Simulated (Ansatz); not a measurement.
Cu(C2H4)H (C2H5Cu). The state is a singlet with charge 0. Geometry r2SCAN-D4/def2-TZVP, basis def2-TZVP, Ansatz.

```tsv
atom	x (Å)	y (Å)	z (Å)
Cu1	0.875	-0.224	0.956
C2	-0.926	-0.098	-0.050
C3	0.079	0.314	-0.873
H4	-1.290	-1.121	-0.070
H5	-1.505	0.613	0.533
H6	0.333	1.365	-0.973
H7	0.548	-0.368	-1.576
H8	1.887	-0.480	2.053
```

| run | HOMO (eV) | LUMO (eV) |
| --- | --- | --- |
| A | -6.38 | -1.73 |
| B | -8.65 | 0.35 |
| C | -7.31 | -0.70 |
| D | -6.25 | -1.95 |
| E | -5.89 | -2.17 |
| F | -7.78 | -0.62 |

B3LYP takes the VWN-RPA correlation.

Q: The runs used B3LYP, BHLYP, CAM-B3LYP, PBE0, r2SCANh, ωB97M-V. Estimate which is which.

A: A PBE0 (25 % exact exchange); B ωB97M-V (range-separated); C BHLYP (50 % exact exchange); D B3LYP (20 % exact exchange); E r2SCANh (10 % exact exchange); F CAM-B3LYP (range-separated). Exact exchange lowers occupied and raises empty levels; among semilocal functionals meta-GGAs tend to open the gap a little, and such runs are hard to tell apart. The gap grows from 3.72 eV (r2SCANh) to 8.99 eV (ωB97M-V).
